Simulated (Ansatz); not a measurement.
`C=CC([SiH3])S` + `OB(O)O` → `C=COB(O)O` + `[SiH3]CS`  (substitution at a C–C bond)

Computed with Ansatz on PBE0-D4/def2-TZVP structures; ΔE is electronic, products minus reactants. CCSD(T)/CBS adds triple-zeta CCSD(T) − MP2 to the extrapolated MP2 energy (def2 sets, frozen cores). This one scheme is used for every species. Functionals use def2-TZVPP. One conformer a species, not always the lowest.

`C=CC([SiH3])S`:

Cartesian coordinates in Å:
```
C -0.140 1.264 -1.657
C -0.527 0.313 -0.815
C 0.392 -0.458 0.064
Si 0.046 -0.037 1.881
S 0.183 -2.251 -0.134
H 0.906 1.532 -1.767
H -0.856 1.807 -2.261
H -1.581 0.055 -0.733
H 1.432 -0.189 -0.142
H 0.458 1.370 2.117
H -1.406 -0.187 2.149
H 0.815 -0.943 2.774
H 0.280 -2.277 -1.475
```

`OB(O)O`:

```xyz
7

O    -1.189    0.493    0.457
B     0.000    0.000    0.000
O     0.099   -0.467   -1.280
O     1.090   -0.026    0.823
H    -1.877    0.458   -0.212
H     0.982   -0.786   -1.482
H     0.895    0.328    1.694
```

`C=COB(O)O`:

Cartesian coordinates in Å:
```
C -1.310 1.579 1.035
C -0.863 0.630 0.230
O 0.393 0.121 0.353
B 0.873 -0.861 -0.478
O 2.143 -1.320 -0.290
O 0.096 -1.368 -1.474
H -2.314 1.958 0.906
H -0.694 1.989 1.825
H -1.459 0.201 -0.570
H 2.584 -0.883 0.442
H 0.551 -2.045 -1.978
```

`[SiH3]CS`:

Cartesian coordinates in Å:
```
Si 0.404 -0.713 -0.703
C -0.665 0.082 0.620
S -0.502 1.888 0.605
H -0.034 -0.257 -2.046
H 0.315 -2.198 -0.630
H 1.819 -0.308 -0.484
H -1.717 -0.115 0.401
H -0.460 -0.318 1.615
H 0.840 1.938 0.622
```

```tsv
species	B2PLYP energy (Eh)
`C=CC([SiH3])S`	-806.48756
`OB(O)O`	-252.44593
`C=COB(O)O`	-329.78429
`[SiH3]CS`	-729.13655
```

Work out ΔE.

ΔE = (-329.78429) + (-729.13655) − (-806.48756) − (-252.44593) = 0.01265 Eh = +33.2 kJ/mol. CCSD(T)/CBS gives +41.8 kJ/mol.

Largest T1 diagnostic among the species: 0.012.

The D4 term adds +7.4 kJ/mol with B3LYP and +4.1 kJ/mol with PBE0; it sums over pairs of atoms, weighted by their polarisabilities, and B3LYP, whose exchange is more repulsive, gets the larger term. In def2-TZVPP, CCSD(T) changes the Hartree–Fock value by +16.0 kJ/mol (the triples alone add +2.0 kJ/mol) and MP2 by +25.2 kJ/mol.

B3LYP here is the variant with VWN-RPA as its local correlation; programs differ in this.
